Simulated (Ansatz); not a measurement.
One change: `[NH2][Al]([NH2])[O][SiH3]` becomes `C[CH2][Al]([NH2])[NH2]`.

Ansatz, PBE0-D4/def2-TZVP geometries, multiplicity 1. Each molecule was computed in one conformer, which needn't be the lowest.

```csv
property,`[NH2][Al]([NH2])[O][SiH3]`
size of the dipole moment (PBE/def2-TZVPP) / D,1.90
HOMO–LUMO gap (PBE0/def2-TZVPP) / eV,6.89
HOMO energy (ωB97M-V/def2-TZVPP) / eV,-9.44
LUMO energy (ωB97M-V/def2-TZVPP) / eV,1.34
HOMO energy (PBE/def2-TZVPP) / eV,-5.63
HOMO energy (PBE0/def2-TZVPP) / eV,-7.05
```

Q: What does the change do to each property? (An estimate is asked.)

A: The calculation gave: 
| property | `C[CH2][Al]([NH2])[NH2]` | shift |
| --- | --- | --- |
| size of the dipole moment (PBE/def2-TZVPP) / D | 0.62 | -1.28 |
| HOMO–LUMO gap (PBE0/def2-TZVPP) / eV | 7.08 | 0.19 |
| HOMO energy (ωB97M-V/def2-TZVPP) / eV | -9.14 | 0.30 |
| LUMO energy (ωB97M-V/def2-TZVPP) / eV | 1.72 | 0.38 |
| HOMO energy (PBE/def2-TZVPP) / eV | -5.34 | 0.29 |
| HOMO energy (PBE0/def2-TZVPP) / eV | -6.75 | 0.30 |

With PBE0 the HOMO rises by 0.30 eV and the LUMO rises by 0.49 eV, so the gap widens by about 0.19 eV. PBE moves the HOMO by 0.29 eV and ωB97M-V by 0.30 eV. Dipoles are sizes alone; their direction can turn.
